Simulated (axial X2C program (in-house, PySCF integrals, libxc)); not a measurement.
## Spin–orbit effects along a row: molecules with H (ions), HF

Calculated with an axial X2C code built on PySCF integrals, spin-free (one-electron X2C) or two-component (2c: spin–orbit coupling with atomic mean-field Coulomb and Gaunt terms, which also bring small scalar terms), in Dyall basis sets with cores contracted in-house; open shells are unrestricted.

Basis sets: As dyall-cv3z, Ca dyall-cv3z, Cr dyall-cv3z, Fe dyall-cv3z, Ga dyall-cv3z, Ge dyall-cv3z, H dyall-v3z, Mn dyall-cv3z, Ni dyall-cv3z, Sc dyall-cv3z, Se dyall-cv3z, Ti dyall-cv3z, Zn dyall-cv3z.

```json
{"molecule": "CaH⁺", "spin-free state": "M_S = 0, Λ = 0", "Re (Å)": "1.929", "ωe (cm⁻¹)": "1524.9", "De (eV)": "1.24", "2c state": "Ω = 0", "Re 2c (Å)": "1.929", "ωe 2c (cm⁻¹)": "1524.8", "De 2c (eV)": "1.24"}
{"molecule": "ScH⁺", "spin-free state": "M_S = 1/2, Λ = 2", "Re (Å)": "1.831", "ωe (cm⁻¹)": "1653.8", "De (eV)": "1.35", "2c state": "Ω = 3/2", "Re 2c (Å)": "1.831", "ωe 2c (cm⁻¹)": "1653.6", "De 2c (eV)": "n/a"}
{"molecule": "TiH⁺", "spin-free state": "M_S = 1, Λ = 3", "Re (Å)": "1.762", "ωe (cm⁻¹)": "1713.7", "De (eV)": "1.22", "2c state": "Ω = 2", "Re 2c (Å)": "1.763", "ωe 2c (cm⁻¹)": "1713.3", "De 2c (eV)": "n/a"}
{"molecule": "CrH⁺", "spin-free state": "M_S = 2, Λ = 0", "Re (Å)": "1.655", "ωe (cm⁻¹)": "1822.6", "De (eV)": "0.59", "2c state": "Ω = 2", "Re 2c (Å)": "1.655", "ωe 2c (cm⁻¹)": "1822.4", "De 2c (eV)": "0.58"}
{"molecule": "MnH⁺", "spin-free state": "M_S = 5/2, Λ = 0", "Re (Å)": "1.707", "ωe (cm⁻¹)": "1519.9", "De (eV)": "0.80", "2c state": "Ω = 5/2", "Re 2c (Å)": "1.707", "ωe 2c (cm⁻¹)": "1519.3", "De 2c (eV)": "0.80"}
{"molecule": "FeH⁺", "spin-free state": "M_S = 2, Λ = 1", "Re (Å)": "1.647", "ωe (cm⁻¹)": "1634.7", "De (eV)": "0.86", "2c state": "Ω = 3", "Re 2c (Å)": "1.647", "ωe 2c (cm⁻¹)": "1633.7", "De 2c (eV)": "n/a"}
{"molecule": "NiH⁺", "spin-free state": "M_S = 1, Λ = 2", "Re (Å)": "1.556", "ωe (cm⁻¹)": "1877.3", "De (eV)": "2.25", "2c state": "Ω = 3", "Re 2c (Å)": "1.557", "ωe 2c (cm⁻¹)": "1876.2", "De 2c (eV)": "n/a"}
{"molecule": "ZnH⁺", "spin-free state": "M_S = 0, Λ = 0", "Re (Å)": "1.531", "ωe (cm⁻¹)": "2004.6", "De (eV)": "1.23", "2c state": "Ω = 0", "Re 2c (Å)": "1.532", "ωe 2c (cm⁻¹)": "2003.9", "De 2c (eV)": "1.23"}
{"molecule": "GaH⁺", "spin-free state": "M_S = 1/2, Λ = 0", "Re (Å)": "1.638", "ωe (cm⁻¹)": "1326.5", "De (eV)": "0.17", "2c state": "Ω = 1/2", "Re 2c (Å)": "1.639", "ωe 2c (cm⁻¹)": "1323.2", "De 2c (eV)": "0.17"}
{"molecule": "GeH⁺", "spin-free state": "M_S = 0, Λ = 0", "Re (Å)": "1.566", "ωe (cm⁻¹)": "2124.8", "De (eV)": "2.12", "2c state": "Ω = 0", "Re 2c (Å)": "1.566", "ωe 2c (cm⁻¹)": "2123.8", "De 2c (eV)": "n/a"}
{"molecule": "AsH⁺", "spin-free state": "M_S = 1/2, Λ = 1", "Re (Å)": "1.512", "ωe (cm⁻¹)": "2330.6", "De (eV)": "2.02", "2c state": "Ω = 1/2", "Re 2c (Å)": "1.512", "ωe 2c (cm⁻¹)": "2327.7", "De 2c (eV)": "n/a"}
{"molecule": "SeH⁺", "spin-free state": "M_S = 1, Λ = 0", "Re (Å)": "1.468", "ωe (cm⁻¹)": "2473.0", "De (eV)": "2.16", "2c state": "Ω = 1", "Re 2c (Å)": "1.469", "ωe 2c (cm⁻¹)": "2470.0", "De 2c (eV)": "2.15"}
```

Question: Work out the shifts from the spin-free to the two-component result.

Answer: 

```
molecule  2c state  ΔRe (Å)  Δωe (cm⁻¹)  ΔDe (eV)
    CaH⁺     Ω = 0    0.000        -0.1      0.00
    ScH⁺   Ω = 3/2    0.000        -0.2       n/a
    TiH⁺     Ω = 2    0.001        -0.4       n/a
    CrH⁺     Ω = 2    0.000        -0.2     -0.01
    MnH⁺   Ω = 5/2    0.000        -0.6      0.00
    FeH⁺     Ω = 3    0.000        -1.0       n/a
    NiH⁺     Ω = 3    0.001        -1.1       n/a
    ZnH⁺     Ω = 0    0.001        -0.7      0.00
    GaH⁺   Ω = 1/2    0.001        -3.3      0.00
    GeH⁺     Ω = 0    0.000        -1.0       n/a
    AsH⁺   Ω = 1/2    0.000        -2.9       n/a
    SeH⁺     Ω = 1    0.001        -3.0     -0.01
```

Shifts of one unit in the last digit are rounding.

Fragments in 2c: Ca+ + H, Sc+ + H, Ti+ + H, Cr+ + H, Mn+ + H, Fe+ + H, Ni+ + H, Zn+ + H, Ga+ + H, Ge+ + H, As+ + H, Se+ + H. Each entry is the lowest single determinant of a limited PBE0 search at one distance. De goes to single-determinant-based atoms at the same level (for ions the charge split of lowest energy) and is withheld (n/a) where an atom does not fit its ground term or J level. Main or longest-lived isotopes. One determinant is a doubtful description, or other states lie close, for ScH⁺, TiH⁺, CrH⁺, MnH⁺, FeH⁺, NiH⁺, SeH⁺; these need not be ground states, and all values refer to the states named. Some open-shell Ω = 0 determinants are out of reach, so the Ω given for CrH⁺, FeH⁺, SeH⁺ need not be the lowest component. With several unpaired electrons the Ω given is that of one determinant, not necessarily of the lowest component.
